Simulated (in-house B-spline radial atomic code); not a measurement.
Ionisation energies along the 55-electron series, configuration [Kr] 4d10 4f7 5s2, as differences of self-consistent energies. Dirac energy differences include first-order Breit, QED and recoil terms. NIST's values go from ground level to ground level; the uncertainty of those that are theory runs from under 0.1 % in few-electron ions to several per cent in heavy many-electron ones. Computed with a radial B-spline atomic code at the basis-set limit: Dirac-Hartree-Fock, average of the configuration, finite nuclei.

```tsv
ion	configuration after	ionisation energy (eV)	IE/(q+1)² (eV)	Breit and QED recoil part (eV)	tabulated value (eV)	tabulated kind	computed minus tabulated (eV)
Dy11+	[Kr] 4d10 4f6 5s2	206.08	1.4311	0.11469	224	tabulated theory	-17.92
Ho12+	[Kr] 4d10 4f6 5s2	239.55	1.4175	0.1217	263	tabulated theory	-23.45
Er13+	[Kr] 4d10 4f7 5s1	278.22	1.4195	-0.34933	290	tabulated theory	-11.78
```

Where a p, d or f electron is removed, the computed value is a mean over both j, so it misses the tabulated one by a part of the spin-orbit splitting; averaging over terms and missing correlation add to the gap, relatively most at low charge.
